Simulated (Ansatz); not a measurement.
Molecule: C$_{5}$H$_{11}$S, charge 0, multiplicity 2. It need not be the lowest isomer of its formula. 
Geometry from a B3LYP-D3(BJ)/def2-TZVP (Ansatz, a program for electronic structure) optimisation:
```xyz
17

C     -3.2330     1.0625     0.1558
C     -2.2711     0.0475    -0.3406
C     -0.8496     0.2211     0.2453
C      0.1153    -0.8325    -0.2856
S      1.8016    -0.7382     0.3886
C      2.3896     0.7851    -0.3986
H     -3.3264     2.0242    -0.3306
H     -3.7478     0.9246     1.0970
H     -2.2004     0.0963    -1.4321
H     -2.6215    -0.9594    -0.0906
H     -0.4860     1.2214     0.0003
H     -0.8903     0.1598     1.3346
H      0.1737    -0.7930    -1.3765
H     -0.2330    -1.8328    -0.0195
H      3.4385     0.8940    -0.1263
H      1.8455     1.6605    -0.0473
H      2.3142     0.7135    -1.4843
```
Charge 0, spin multiplicity 2.

Total electronic energies in hartree. Valence correlation only, unless marked. UHF or UKS for open shells. No spin-orbit coupling. Non-relativistic unless marked X2C. CBS(X,Y): correlation extrapolated as X^-3; Hartree-Fock from the larger set. The bracket is a focal-point correction in the basis named.

```
level                                                                 program  energy (Eh)
-------------------------------------------------------------  --------------  -----------
HF/cc-pV(D+d)Z                                                         Ansatz   -593.24336
HF/cc-pV(Q+d)Z                                                         Ansatz   -593.33081
SVWN5/def2-TZVPD                                                       Ansatz   -592.11991
PBE0/STO-3G                                                            Ansatz   -588.17337
PBE0/6-31G*                                                            Ansatz   -594.87881
PBE0-D3(BJ)/def2-TZVP                                          Ansatz + dftd3   -594.99248
PBE0/def2-TZVPD                                                        Ansatz   -594.98155
BHLYP/def2-TZVPD                                                       Ansatz   -595.23505
HSE06/def2-TZVPD                                                       Ansatz   -594.96147
CAM-B3LYP-D3(BJ)/def2-TZVPD                                    Ansatz + dftd3   -595.26629
CAM-B3LYP/def2-TZVPD                                                   Ansatz   -595.25539
wB97M-V/def2-TZVPD                                                     Ansatz   -595.22185
MP2/6-31G*                                                             Ansatz   -593.95974
RI-MP2/cc-pV(Q+d)Z                                                     Ansatz   -594.42218
CCSD/6-31G*                                                            Ansatz   -594.03782
CCSD/cc-pV(T+d)Z                                                       Ansatz   -594.41170
CCSD(T)/6-31G*                                                         Ansatz   -594.06292
CCSD(T)/cc-pV(T+d)Z                                                    Ansatz   -594.45716
CCSD(T)/cc-pVTZ                                                        Ansatz   -594.45423
CCSD(T)/cc-pwCVTZ                                                      Ansatz   -594.47010
X2C-CCSD(T)/cc-pVTZ-DK                                                 Ansatz   -595.60823
RI-MP2/CBS(cc-pV(T+d)Z,cc-pV(Q+d)Z)+[CCSD(T)-MP2]/cc-pV(D+d)Z          Ansatz    -594.5852
RI-MP2/CBS(cc-pV(T+d)Z,cc-pV(Q+d)Z)+[CCSD(T)-MP2]/cc-pV(T+d)Z          Ansatz    -594.5907
```

Totals of different functionals don't rank their quality; only differences between species are comparable.
